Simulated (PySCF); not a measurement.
Compound: C7H10FP.
Structure used (PBE0-D3(BJ)/def2-SVP), in Å, numbered top down from 1:
```
atom  x, y, z in Å
C1    -2.5905    1.3805    0.0216
C2    -2.3087    0.1135   -0.2939
C3    -1.0697   -0.3372   -0.9872
P4     0.0033   -1.3924    0.1332
C5     1.5550   -1.3714   -0.9342
C6     2.2874   -0.1098   -0.5978
C7     1.8301    0.5369    0.4776
F8     2.3839    1.6494    0.9571
C9     0.6599   -0.0163    1.2187
H10   -3.5100    1.6479    0.5485
H11   -1.9148    2.1988   -0.2491
H12   -3.0137   -0.6753   -0.0015
H13   -1.3223   -0.9861   -1.8441
H14   -0.4864    0.5185   -1.3660
H15    2.1633   -2.2673   -0.7172
H16    1.2711   -1.4411   -1.9983
H17    3.1588    0.2392   -1.1574
H18    0.9597   -0.3977    2.2100
H19   -0.1227    0.7422    1.3909
```

Linear response at wB97X-D/def2-SVPD (PySCF, frozen core in the response, non-relativistic).

Static isotropic polarisability: 105.55 au (15.64 Å³), principal values 89.3, 103.5, 123.9 au.

Question: What is the polarisability at 1064 nm and at the sodium D line?

Answer: 106.58 au at 1064 nm (+1.0 %), 109.03 au at 589.3 nm (+3.3 %). The rise at 589.3 nm is 3.39 times that at 1064 nm; a pure ω² law gives 3.26. The lowest singlet lies at 201 nm, shorter than both wavelengths.

Question: What is the isotropic C6 coefficient between two such molecules, C6 = (3/π)∫α(iω)² dω?

Answer: 4378 au (Eh·bohr⁶) by a ten-point quadrature over imaginary frequencies, which is 2620 eV·Å⁶ or 252 J·nm⁶/mol.

Question: Which effective excitation energy ω̄ makes London's formula C6 = (3/4)α²ω̄ exact here?

Answer: ω̄ = 4·C6/(3α²) = 0.524 Eh = 14.3 eV. A one-pole form α(ω) = α/(1 − ω²/ω̄²) fitted to the 1064 nm value gives 11.9 eV. London's choice of the ionisation energy (8.82 eV, ΔSCF at the same level) gives C6 = 2710 au, 38 % too low.

Question: What n − 1 at the D line would an ideal gas of it have at 273.15 K and 1 atm (2.6868 × 10¹⁹ cm⁻³), by n − 1 = 2π·N·α′?

Answer: 27.28 × 10⁻⁴, a formal value whether or not that pressure can be reached.

Question: How many electrons N does the Slater–Kirkwood formula C6 = (3/4)·√N·α^(3/2) need to give this C6?

Answer: N = (4·C6/3)²/α³ = 29.0; the species has 76 electrons in all.

Question: The lowest 10 singlets have (eV, f): 6.16, 0.014; 6.60, 0.078; 6.68, 0.061; 6.72, 0.028; 6.86, 0.032; 7.01, 0.006; 7.12, 0.217; 7.32, 0.250; 7.38, 0.009; 7.41, 0.131. What share of the static polarisability do they carry in the sum over states α = Σ f/ω²?

Answer: 12.20 au, 11.6 % of α; the largest term, 3.45 au, is that of the state at 7.32 eV. Their oscillator strengths add up to 0.83. Higher states carry the rest.

Question: What molar refraction at the D line follows from R = (4π/3)·N_A·α′, with α′ the polarisability volume?

Answer: α′ = 16.16 Å³ gives R = 40.76 cm³/mol, for isolated, non-vibrating species.

Hardware: one thread, Arm Neoverse V1 (aarch64), shared host with 64 logical CPUs at a one-minute load of 59. Cost: 7.8 min wall, 1.3 GiB resident at most. This is the whole response run at wB97X-D/def2-SVPD, SCF included.

One conformer stands for the species.

Note: wB97X-D ran without an empirical dispersion term, which enters the total energy and its gradient alone.
